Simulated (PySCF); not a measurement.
Molecule: `ClCCC(NC)=O`, C₄H₈ClNO.

Bonds (- single, = double, # triple, : aromatic): C1-N2, N2-C3, C3=O4, C3-C5, C5-C6, C6-Cl7. C1 carries H8, H9, H10; N2 carries H11; C5 carries H12, H13; C6 carries H14, H15.

Frames of a GFN2-xTB Langevin trajectory at 200 K; GIAO PBE0/pcSseg-1 shieldings in PySCF 2.14, gas phase, non-relativistic; equivalent atoms averaged within each frame.

Referencing at the same level of theory: TMS for 13C (σ = 186.93 ppm) and 1H (σ = 31.72 ppm); NH3 for 15N (σ = 267.73 ppm); 17O (σ = 336.08 ppm) vs H2O; 35Cl (σ = 949.78 ppm) vs HCl. The references are static minima.

Q: How do the shifts (ppm) fluctuate along the trajectory?

A: 
```csv
time (fs),C3,C6,C5,C1,N2,O4,Cl7,H11,H14/H15,H8/H9/H10
250,171.4,56.9,49.6,27.0,130.4,397.4,130,5.39,4.33,3.43
425,175.0,53.8,51.7,24.2,121.4,418.1,142,5.03,3.59,3.04
625,172.4,48.0,46.2,25.7,131.6,424.4,100,6.42,3.57,3.36
800,170.5,47.3,37.6,29.3,117.0,430.5,96,5.13,3.67,3.30
1000,172.4,54.2,43.2,26.1,126.7,402.2,111,3.55,4.60,2.85
mean of frames,172.4,52.0,45.7,26.4,125.4,414.5,116,5.10,3.95,3.20
standard deviation,1.7,4.2,5.6,1.9,6.2,14.2,20,1.03,0.48,0.24
```

5 frames give an uncertainty of the mean of about the standard deviation over 2.2 at best, since frames this close in time may not be independent; classical motion lacks zero-point vibration, and the reference would need the same averaging.
